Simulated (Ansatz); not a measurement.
A set of 12 reactions (bond dissociation), with CCSD(T)/CBS values in kJ/mol:

| reaction | ΔE |
| --- | --- |
| `[OH][Ga]([Cl])[O][SiH3]` → Cl• + `[OH][Ga][O][SiH3]`• | 445.6 |
| `B[N]([GeH3])CF` → `[CH2]F`• + `B[N][GeH3]`• | 420.5 |
| `CO[SiH2]Cl` → Cl• + `CO[SiH2]`• | 494.8 |
| `CO[SiH2]S[SiH2]F` → `F[SiH2][S]`• + `CO[SiH2]`• | 401.0 |
| `COCCF` → `[CH2]COC`• + F• | 488.0 |
| `[SH][Al]([SH])[Cl]` → `[SH][Al][SH]`• + Cl• | 501.6 |
| `F[SiH2][SiH2]Cl` → H• + `F[SiH][SiH2]Cl`• | 403.2 |
| `[SiH3][O][In]([Cl])[Cl]` → Cl• + `[SiH3][O][In][Cl]`• | 376.4 |
| `COCOC(C)=O` → `[CH2]OC(C)=O`• + `C[O]`• | 403.4 |
| `[GeH3][NH][GeH3]` → `[GeH3]`• + `[NH][GeH3]`• | 397.3 |
| `[OH][Ga]([F])[Cl]` → F• + `[OH][Ga][Cl]`• | 545.1 |
| `B[SiH2]N[SiH3]` → `[BH2]`• + `[SiH2]N[SiH3]`• | 372.2 |

Calculated with Ansatz (gas phase, PBE0-D4/def2-TZVP geometries, no zero-point term in ΔE). CCSD(T)/CBS adds triple-zeta CCSD(T) − MP2 to the extrapolated MP2 energy (def2 sets, frozen cores). This one scheme is used for every species, atoms too. Functionals use def2-TZVPP. B3LYP here is the variant with VWN-RPA as its local correlation; programs differ in this. No spin–orbit coupling; open shells (•) take unrestricted orbitals. Spin–orbit coupling would lower the free atoms: a little for Cl, F. def2 core potentials past Kr. Bonds to Ga, Ge, In are less sure, by a few kJ/mol each and by 10 to 20 or more in all where they break to atoms, as the def2 sets lack core-valence functions. Scalar relativity is left out up to krypton. Each species was taken in one conformer, which may not be the lowest.

(1) Give the mean, mean absolute and largest difference (level minus CCSD(T)/CBS, kJ/mol) for: PBE0-D4, ωB97X-V, B2PLYP, PBE, r2SCAN, PBE0, B3LYP, HF/def2-TZVPP, SCS-MP2/def2-TZVPP, CCSD/def2-TZVPP, CCSD(T)/def2-TZVPP, MP2/def2-QZVPP, HF/CBS(def2), CCSD/CBS(def2). (Estimate.)

The largest T1 diagnostic in the set is 0.022, for `B[N][GeH3]`• (customary mark 0.045).

CCSD(T)/CBS is a level of theory with its own doubt, and the functionals carry their triple-zeta basis error, so these figures describe this set and don't rank the functionals.

Answers

(1) Computed: 
| level | mean | mean absolute | largest |
| --- | --- | --- | --- |
| PBE0-D4 | -20.9 | 20.9 | -32.1 |
| ωB97X-V | -5.4 | 6.1 | -14.7 |
| B2PLYP | -22.5 | 22.5 | -29.2 |
| PBE | -26.6 | 27.9 | -43.4 |
| r2SCAN | -29.2 | 29.2 | -54.1 |
| PBE0 | -26.6 | 26.6 | -37.4 |
| B3LYP | -38.4 | 38.4 | -55.9 |
| HF/def2-TZVPP | -129.6 | 129.6 | -189.1 |
| SCS-MP2/def2-TZVPP | -0.2 | 7.8 | 21.0 |
| CCSD/def2-TZVPP | -22.7 | 22.7 | -28.6 |
| CCSD(T)/def2-TZVPP | -13.7 | 13.7 | -18.7 |
| MP2/def2-QZVPP | 16.0 | 19.0 | 36.5 |
| HF/CBS(def2) | -129.9 | 129.9 | -188.7 |
| CCSD/CBS(def2) | -9.0 | 9.0 | -13.5 |
